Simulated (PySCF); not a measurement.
H₂Sn, SMILES [SnH2+], charge +1, multiplicity 2.

Coordinates come from a PBE-D3(BJ)/def2-TZVPD optimisation. The def2 effective core potentials stand for the cores of Sn; spin–orbit coupling is left out.

Computed with PBE0/def2-TZVPD (PySCF).

Computed frontier levels, dipole moment and polarisability:
```
Item                                                                Value
------------------------------------------------  -----------------------
α spin, highest occupied and lowest empty level       -13.56 and -9.59 eV
β spin, highest occupied and lowest empty level      -15.59 and -10.35 eV
dipole moment about the centre of nuclear charge                   0.13 D
mean static polarisability                           31.8 bohr³ (4.72 Å³)
polarisability, principal values                   25.8, 29.6, 40.1 bohr³
⟨S²⟩                                              0.755 (pure state 0.75)
```
